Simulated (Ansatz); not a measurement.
`[OH][AlH][Al]1[AlH][S]1`, 8 atoms. Charge 0, multiplicity 1. All runs use 2 threads of an Arm Neoverse V1 on a shared host. Correlated methods freeze the cores.

Task: Give the basis size and wall time and peak host memory of each of these runs in Ansatz. RKS PBE0-D4/def2-TZVPP energy; RKS CAM-B3LYP-D4/def2-TZVPP energy; RKS PBE0-D4/def2-SVP energy; RKS ωB97M-V/def2-QZVPP energy; RHF-CCSD(T)/def2-SVP energy; RHF-CCSD(T)/def2-TZVPP energy; RHF-MP2/def2-QZVPP energy; RKS PBE0-D4/def2-TZVP relaxation (9 steps); RKS PBE-D4/def2-TZVPP energy and forces; direct RPA on PBE orbitals/def2-TZVPP energy; RKS ωB97M-V/def2-TZVPP energy and forces; RKS PBE0-D4/def2-QZVPP energy. (An estimate is asked.)

Result: Computed: Other jobs shared the machine, so times are rough.

| level | job | functions | wall time | peak host memory (GiB) |
| --- | --- | --- | --- | --- |
| RKS PBE0-D4/def2-SVP | energy | 101 | 2 s | 0.2 |
| RHF-CCSD(T)/def2-SVP | energy | 101 | 4.3 s | 0.3 |
| RKS PBE-D4/def2-TZVPP | energy and forces | 241 | 4.6 s | 0.33 |
| RKS PBE0-D4/def2-TZVPP | energy | 241 | 6 s | 0.68 |
| RKS CAM-B3LYP-D4/def2-TZVPP | energy | 241 | 7.5 s | 0.75 |
| direct RPA on PBE orbitals/def2-TZVPP | energy | 241 | 11 s | 0.54 |
| RKS PBE0-D4/def2-QZVPP | energy | 427 | 21 s | 1.5 |
| RKS ωB97M-V/def2-TZVPP | energy and forces | 241 | 26 s | 0.91 |
| RHF-MP2/def2-QZVPP | energy | 427 | 33 s | 2 |
| RKS ωB97M-V/def2-QZVPP | energy | 427 | 47 s | 1.8 |
| RKS PBE0-D4/def2-TZVP | relaxation (9 steps) | 197 | 60 s | 0.57 |
| RHF-CCSD(T)/def2-TZVPP | energy | 241 | 2.2 min | 3.8 |
